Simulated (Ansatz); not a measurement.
C₂H₇AlFN, SMILES C[CH2][Al]([NH2])[F].

The structure is a stationary point at B3LYP-D3(BJ)/def2-SVP. The structure was generated by enumeration; whether it is a known compound was not checked. One conformer was computed; it need not be the lowest.

Two levels are set side by side: PBE/def2-SVPD (Ansatz, a first-principles code) and PBE0/def2-SVPD (Ansatz). Energy differences of separate SCF runs at the same geometry; the states with an electron removed or added have multiplicity 2 and 2. Differences are taken from unrounded values.

```json
[
 {"quantity": "vertical ionisation energy (eV)", "PBE0": "9.85"},
 {"quantity": "vertical singlet–triplet gap (eV)", "PBE0": "5.69"}
]
```

Problem. What does PBE give, and how far is it from PBE0? (An estimate is asked for; the answer gives what the named calculation found.)

Solution. 
```json
[
 {"quantity": "vertical ionisation energy (eV)", "PBE": "9.47", "PBE minus PBE0": "-0.38"},
 {"quantity": "vertical singlet–triplet gap (eV)", "PBE": "5.33", "PBE minus PBE0": "-0.35"}
]
```
